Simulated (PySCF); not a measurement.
Several compounds and their computed core spectra got separated.

The calculation used delta-SCF UKS SCAN, pcX-2 on the ionised atom, pcseg-1 elsewhere, spin-free X2C (PySCF 2.14.0). Geometries: PBE0-D3(BJ)/def2-SVP; isolated species, one conformer each.

Line lists (1s up to Mg, 2p3/2 beyond; areas count atoms within a level, one atom standing for each set equivalent by bonding):
1. B 1s: 196.40 eV; C 1s: 289.87 (area 1), 290.48 (area 1), 290.56 (area 1), 291.31 (area 1), 291.48 (area 1), 292.10 (area 1) eV; N 1s: 404.56 (area 1), 405.42 (area 1) eV
2. C 1s: 291.50 (area 1), 291.63 (area 1), 292.09 (area 1), 297.89 (area 1) eV; N 1s: 405.73 (area 1), 405.79 (area 1) eV; F 1s: 693.71 eV
3. C 1s: 295.03 eV; O 1s: 538.37 (area 1), 539.36 (area 1) eV; Si 2p3/2: 106.65 (area 1), 107.73 (area 1) eV; P 2p3/2: 136.01 eV

Structures:
A. `O=CO[SiH2]P[SiH3]`
B. `C(F)(F)(F)CN(C)NC`
C. `C=CC#CB(C#N)NC`

**Question.** Match each list to its structure.

**Answer.** 
- 1 = C: no other candidate has this set of levels. B 1s: 196.40 three-coordinate boron; C 1s: 289.87 alkyne carbon, 290.48 terminal =CH2 carbon, 290.56 alkyne carbon, 291.31 cyano carbon, 291.48 alkene CH carbon, 292.10 N-methyl carbon; N 1s: 404.56 cyano nitrogen, 405.42 boron-bound nitrogen.
- 2 = B: no other candidate has this set of levels. C 1s: 291.50 N-methyl carbon, 291.63 N-methyl carbon, 292.09 sp3 carbon bound to nitrogen, 297.89 CF3 carbon; N 1s: 405.73 hydrazine nitrogen, 405.79 hydrazine nitrogen; F 1s: 693.71 fluorine of a CF3 group (×3).
- 3 = A: no other candidate has this set of levels. C 1s: 295.03 carbonyl carbon; O 1s: 538.37 carbonyl oxygen, 539.36 oxygen singly bound to a carbonyl carbon; Si 2p3/2: 106.65 SiH3 silicon, 107.73 oxygen-bound silicon; P 2p3/2: 136.01 three-coordinate phosphorus.

Spin–orbit coupling isn't in the SCF: each 2p doublet comes from a relaxed spin-free hole plus a matrix of the shell (mean-field spin–orbit coupling and the ground-state 2p splitting), with 2p3/2 averaged over its two sublevels. 4 of these hole states are spin-contaminated (⟨S²⟩ up to 0.99, against 0.75; counted from 0.85) and less certain.
